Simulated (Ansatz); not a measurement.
Consider the homolysis of the F–Si bond: `CO[Si](O)(F)Cl` → F• + `CO[Si](O)Cl`•.

Isolated molecules relaxed with PBE0-D4/def2-TZVP in Ansatz; ΔE leaves out vibrations. CBS: MP2 limit from def2 TZ/QZ plus the TZ coupled-cluster correction, frozen cores. This one scheme is used for every species, atoms too. DFT in def2-TZVPP. B3LYP here is the variant with VWN-RPA as its local correlation; programs differ in this. No spin–orbit coupling; open shells (•) take unrestricted orbitals. Spin–orbit coupling would lower the free atoms: a little for F. One conformer a species, not always the lowest.

```tsv
level	ΔE (kJ/mol)	difference from CCSD(T)/CBS
PBE-D4	663.5	-26.5
r2SCAN-D4	662.8	-27.2
PBE0-D4	655.1	-34.9
B3LYP-D4	660.5	-29.5
ωB97X-V	678.4	-11.6
ωB97M-V	684.5	-5.5
B2PLYP	669.1	-20.9
PBE	660.3	-29.7
r2SCAN	662.0	-28.0
PBE0	652.4	-37.6
B3LYP	655.3	-34.7
HF/def2-TZVPP	527.5	-162.5
MP2/def2-TZVPP	701.9	11.9
SCS-MP2/def2-TZVPP	688.2	-1.8
CCSD/def2-TZVPP	664.6	-25.4
CCSD(T)/def2-TZVPP	671.9	-18.1
HF/def2-QZVPP	529.6	-160.4
MP2/def2-QZVPP	713.1	23.1
SCS-MP2/def2-QZVPP	700.3	10.3
HF/CBS(def2)	529.9	-160.1
MP2/CBS(def2)	720.0	30.0
CCSD/CBS(def2)	682.8	-7.2
CCSD(T)/CBS	690.0	0
```

Largest T1 diagnostic among the species: 0.013.

From PBE to PBE0 (25 % exact exchange), in def2-TZVPP and without D4, ΔE moves by −7.9 kJ/mol: exact exchange takes away binding that semilocal exchange gives to molecules. The D4 term adds +5.1 kJ/mol with B3LYP and +2.7 kJ/mol with PBE0; it sums over pairs of atoms, weighted by their polarisabilities, and B3LYP, whose exchange is more repulsive, gets the larger term. In def2-TZVPP, CCSD(T) changes the Hartree–Fock value by +144.4 kJ/mol (the triples alone add +7.3 kJ/mol) and MP2 by +174.4 kJ/mol; breaking electron pairs costs correlation energy, which Hartree–Fock lacks.

CCSD(T)/CBS has its own doubt, a few kJ/mol and more with outer-core shells, so smaller differences from it don't rank the levels.
